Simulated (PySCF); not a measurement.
# Working out the ionisation energy of Ca²⁺

Ca²⁺ [Ar] (1S) → Ca³⁺ [Ne] 3s2 3p5 (2P). All numbers are calculated (PySCF 2.14, the spin-free X2C one-electron Hamiltonian (Gaussian nucleus), in cc-pVDZ-X2C). Frozen: [Ne] 3s2. Energies in hartree (1 hartree = 27.21139 eV):

```json
{"part": "UHF", "Ca²⁺ (lower)": "-679.023008", "Ca³⁺ (upper)": "-677.163315"}
{"part": "CCSD correlation", "Ca²⁺ (lower)": "-0.067919", "Ca³⁺ (upper)": "-0.041398"}
{"part": "(T)", "Ca²⁺ (lower)": "-0.000105", "Ca³⁺ (upper)": "-0.000037"}
```

**Question.** What does Hartree-Fock give?

**Answer.** (-677.163315) − (-679.023008) = 1.859693 hartree = 50.605 eV.

**Question.** What do CCSD and CCSD(T) give?

**Answer.** The CCSD correlation energies differ by 0.026521 hartree = 0.722 eV and the triples by 0.000068 hartree = 0.002 eV, so CCSD gives 51.327 eV and CCSD(T) 51.329 eV.

Reference: 50.913 eV (measured; NIST Atomic Spectra Database, ionization energies), between the lowest levels; spin-orbit coupling is absent from the calculation.

A double-zeta basis recovers only part of the correlation energy.

What remains against the reference includes basis incompleteness, the frozen core and higher excitations.
